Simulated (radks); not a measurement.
Results of a calculation; reference values are marked as such.
Spin polarisation of the 4f2 shell in the praseodymium ion Pr3+. Start: [Xe] 4f(up 1, down 1); electrons of 4f are moved from spin down to spin up, other shells keep equal spins. Level of theory: non-relativistic Kohn-Sham, PBE, spin-polarised, spherical densities, point nucleus (a radial shooting solver on a logarithmic mesh with Libxc functionals).

moment (Bohr magnetons)  E - E(0) (eV)  e(4f up) (eV)  e(4f down) (eV)  5p down minus up (eV)
0                                0.000        -33.294          -33.294                 0.000
0.5                             -0.047        -33.478          -33.101                  0.164
1                               -0.189        -33.651          -32.897                  0.328
1.5                             -0.424        -33.814          -32.683                  0.492
2                               -0.754        -33.966          -32.458                  0.656

At moment 2 the spin-polarisation energy is -0.754 eV and the 4f exchange splitting 1.508 eV, that is 0.754 eV per Bohr magneton; E = -I m^2/4 would give I = 0.754 eV.
